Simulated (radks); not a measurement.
Initial-state core-level shifts of neutral platinum when its valence configuration changes from [Xe] 4f14 5d9 6s1. Method: non-relativistic Kohn-Sham, r2SCAN, spin-unpolarised, spherical densities, point nucleus; meta-GGA in the generalised Kohn-Sham scheme; relativity is left out, which matters for an element this heavy; computed with a radial shooting solver on a logarithmic mesh with Libxc functionals. Shifts are changes of the shell-averaged eigenvalues in eV (positive: less bound); the change of the density at the nucleus, which sets a Mossbauer isomer shift, is in e/bohr^3, on a base of 3.404e+05.

valence,1s,2s,2p,3s,density at nucleus
4f14 5d9 6s0.5 6p0.5,-0.944,-0.930,-0.930,-0.935,-6.11
4f14 5d9 6p1,-1.772,-1.746,-1.745,-1.756,-12.63
4f14 5d8.5 6s0.5 6p1,-3.613,-3.633,-3.632,-3.631,-4.47
4f13.5 5d9 6s0.5 6p1,-9.923,-10.608,-10.448,-11.389,+6.59
4f14 5d8 6s2,-3.952,-4.041,-4.042,-4.015,+18.67
4f14 5d8 6s1 6p1,-5.529,-5.598,-5.598,-5.580,+4.74
4f13 5d9 6s2,-16.743,-18.187,-17.863,-19.741,+41.50
4f13.5 5d9.5 6s0.5 6p0.5,-7.177,-7.829,-7.669,-8.617,+4.89
4f13.5 5d9 6s1 6p0.5,-9.106,-9.803,-9.643,-10.579,+13.44
